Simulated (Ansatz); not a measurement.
A nudged elastic band was laid between two geometries of Cl2GeH2 (5 atoms, charge 0, multiplicity 1).

The calculation used RKS PBE/def2-mTZVP (Ansatz).

```yaml
movable_images: 7
climbing_image: yes
spring: 5.0 eV/Å²
optimiser: quadratic models (default)
start_path: through a guess of the saddle point
force_threshold: 0.03 eV/Å
iteration_limit: 60
end_points: relaxed
```

First end point:

```xyz
5
Properties=species:S:1:pos:R:3
Ge 0.318 0.018 0.074
Cl 0.680 -0.025 2.213
H 1.682 -0.051 -0.639
H -0.548 1.256 -0.234
Cl -0.816 -1.745 -0.484
```

Last end point:

```xyz
5
Properties=species:S:1:pos:R:3
Ge -0.255 0.348 -0.886
Cl 1.468 0.198 1.398
H 2.469 -0.436 0.844
H -1.213 1.036 0.223
Cl -1.153 -1.691 -0.648
```

(1) Which bonds break or form, and what moves?

(2) Give the energies along the band, and the barrier.

(3) What is the geometry of the highest image?

(4) What are the harmonic wavenumbers there?

## Answers

(1) Bonds broken: Ge1–Cl2, Ge1–H3. Bonds formed: Cl2–H3. Cl2GeH2 becomes ClGeH + ClH.

(2) The run converged. The highest image is number 4 of 0 to 8, 2.02 eV above the first end and 0.40 eV above the last; the last end lies 1.62 eV above the first. A vibrational analysis at the climbing image gives one clearly imaginary mode, 726i cm⁻¹: a first-order saddle point. The orbitals stay closed-shell, which can raise the energy where a bond breaks towards radicals; this wasn't checked here.

| image | path coordinate (Å) | energy (eV) | Ge1–Cl2 (Å) | Ge1–H3 (Å) | Cl2–H3 (Å) |
| --- | --- | --- | --- | --- | --- |
| 0 | 0.00 | 0.00 | 2.17 | 1.54 | 3.02 |
| 1 | 0.35 | 0.16 | 2.18 | 1.53 | 2.70 |
| 2 | 0.70 | 0.77 | 2.25 | 1.52 | 2.33 |
| 3 | 1.05 | 1.65 | 2.42 | 1.55 | 1.99 |
| 4 | 1.40 | 2.02 | 2.61 | 1.68 | 1.65 |
| 5 | 1.82 | 1.83 | 2.88 | 2.09 | 1.36 |
| 6 | 2.25 | 1.74 | 2.95 | 2.60 | 1.31 |
| 7 | 2.67 | 1.65 | 2.88 | 3.06 | 1.31 |
| 8 | 3.09 | 1.62 | 2.87 | 3.32 | 1.31 |

(3) 
```xyz
5
Properties=species:S:1:pos:R:3
Ge 0.236 0.040 -0.489
Cl 1.218 0.022 1.926
H 1.691 -0.067 0.344
H -0.799 1.193 -0.244
Cl -1.031 -1.734 -0.606
```

(4) 726i, 90, 264, 405, 517, 536, 718, 1503, 1992 cm⁻¹.

Time of the run: 84 s on 2 threads of Arm Neoverse V1 (shared host), peak memory 0.15 GiB.
